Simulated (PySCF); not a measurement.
This PySCF input asks for the NMR shieldings of `C(C)C[Si@@H](N)NC`, C4H14N2Si; the geometry comes from GFN2-xTB.

```python
import basis_set_exchange as bse
import numpy as np
from pyscf import gto, dft
from pyscf.prop import nmr

atoms = """
C    -2.805272    0.451876    0.325681
C    -2.089141   -0.706978   -0.353558
C    -0.793960   -0.275568   -1.033983
Si    0.530717    0.342876    0.188332
N     0.649238   -0.484560    1.701945
N     2.036671    0.023063   -0.581581
C     3.295111    0.364163    0.035022
H    -2.190453    0.872280    1.116863
H    -3.015905    1.239036   -0.395115
H    -3.747852    0.120725    0.757692
H    -1.866871   -1.478902    0.387297
H    -2.763001   -1.150566   -1.093533
H    -0.404396   -1.124209   -1.599673
H    -1.029426    0.500011   -1.763940
H     0.281784    1.743581    0.575707
H     1.117837   -1.376679    1.712950
H    -0.164131   -0.520242    2.293796
H     2.076351    0.137289   -1.583009
H     4.087480   -0.286642   -0.341609
H     3.200325    0.221773    1.107507
H     3.585973    1.404616   -0.147856
"""
names = dict.fromkeys(["C", "Si", "N", "H"], "pcSseg-1")
basis = {el: gto.basis.parse(bse.get_basis(n, elements=[el], fmt="nwchem")) for el, n in names.items()}
mol = gto.M(atom=atoms, basis=basis, charge=0, verbose=0)
mf = dft.RKS(mol, xc="PBE0")
mf.grids.level = 2
mf.grids.alignment = dft.numint.BLKSIZE   # the property module wants whole blocks of grid points
mf.conv_tol = 1e-9
mf.kernel()

calc = nmr.RKS(mf)   # GIAO
C = mf.mo_coeff
Co = C[:, mf.mo_occ > 0]
resp = mf.gen_response(singlet=True, hermi=2)
def vind(x):   # induced exchange potential for any number of trial vectors
    d = np.einsum("pi,xij,qj->xpq", C, 2 * x.reshape(-1, C.shape[1], Co.shape[1]), Co, optimize=True)
    return np.einsum("xpq,pi,qj->xij", resp(d - d.transpose(0, 2, 1)), C, Co, optimize=True).ravel()
mo1, _ = nmr.rhf.solve_mo1(calc, with_cphf=vind)
sigma = calc.kernel(mo1)
for i, s in enumerate(sigma):   # ppm
    w = np.linalg.eigvalsh((s + s.T) / 2)
    print("%2d %-2s iso %8.1f  s11 %8.1f  s22 %8.1f  s33 %8.1f" % (i, mol.atom_pure_symbol(i), w.mean(), *w))
```

Question: What are the results?

Answer: 
```
 0 C  iso    168.2  s11    156.8  s22    164.0  s33    183.8
 1 C  iso    165.1  s11    158.8  s22    164.3  s33    172.1
 2 C  iso    165.5  s11    155.8  s22    163.1  s33    177.6
 3 Si iso    367.5  s11    322.1  s22    366.1  s33    414.4
 4 N  iso    255.8  s11    209.8  s22    264.0  s33    293.7
 5 N  iso    242.2  s11    210.4  s22    246.8  s33    269.5
 6 C  iso    155.7  s11    130.8  s22    148.6  s33    187.8
 7 H  iso     30.8  s11     26.0  s22     31.4  s33     35.0
 8 H  iso     30.9  s11     27.0  s22     28.8  s33     36.7
 9 H  iso     30.5  s11     26.1  s22     27.4  s33     38.1
10 H  iso     30.2  s11     26.4  s22     29.4  s33     34.7
11 H  iso     30.0  s11     24.2  s22     28.6  s33     37.1
12 H  iso     31.1  s11     25.9  s22     30.5  s33     36.8
13 H  iso     31.4  s11     27.0  s22     30.9  s33     36.1
14 H  iso     26.4  s11     23.3  s22     24.8  s33     31.0
15 H  iso     31.8  s11     24.9  s22     27.9  s33     42.7
16 H  iso     31.6  s11     24.0  s22     28.3  s33     42.5
17 H  iso     32.0  s11     22.2  s22     32.2  s33     41.6
18 H  iso     28.9  s11     23.7  s22     26.7  s33     36.4
19 H  iso     28.6  s11     23.2  s22     28.9  s33     33.7
20 H  iso     28.9  s11     23.4  s22     26.6  s33     36.7
```

These numbers come from an equivalent density-fitted implementation of the same equations, which agrees with the script to about 0.01 ppm for H and up to a few tenths of a ppm for heavy atoms, so last digits may differ.

Size and cost of the density-fitted run: 196 basis functions, 73 s wall time on 1 thread of an Arm Neoverse N1, shared host; peak memory 0.86 GiB.
